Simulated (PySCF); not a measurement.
## Ag³¹⁺: ionisation energy

Ag³¹⁺ [Ne] 3s2 3p4 (3P) → Ag³²⁺ [Ne] 3s2 3p3 (4S), as a difference of total energies. Computed with PySCF 2.14 in an uncontracted even-tempered set (18 s from 4.1 bohr⁻², ratio 2.5; 12 p from 5.4 bohr⁻², ratio 2.5; 5 d from 26 bohr⁻², ratio 2.7; 4 f from 38 bohr⁻², ratio 2.7), with scalar relativity by spin-free X2C-1e. Correlated levels: outer shells: 1s2 frozen; virtual orbitals above 40 to 60 times the deepest correlated orbital energy dropped. The calculations carry no spin-orbit coupling.

```json
{"method": "UHF", "ionisation energy (eV)": "1893.5"}
{"method": "LDA", "ionisation energy (eV)": "1896.1"}
{"method": "PBE", "ionisation energy (eV)": "1896.6"}
{"method": "PBE0", "ionisation energy (eV)": "1896.3"}
{"method": "r2SCAN", "ionisation energy (eV)": "1896.1"}
{"method": "r2SCANh", "ionisation energy (eV)": "1896.0"}
{"method": "B3LYP", "ionisation energy (eV)": "1896.7"}
{"method": "MP2 (outer shells)", "ionisation energy (eV)": "1894.5"}
{"method": "SCS-MP2 (outer shells)", "ionisation energy (eV)": "1894.5"}
```

Spin-orbit coupling is strong in these open shells (close to jj coupling). The scalar numbers leave it out and a first-order estimate fails, so it can dominate the gap to the real levels.

Breit and QED terms and the two-electron picture change are absent.

For comparison: 1888 ± 2.4 eV (semi-empirical (NIST evaluation); NIST Atomic Spectra Database, ionization energies).
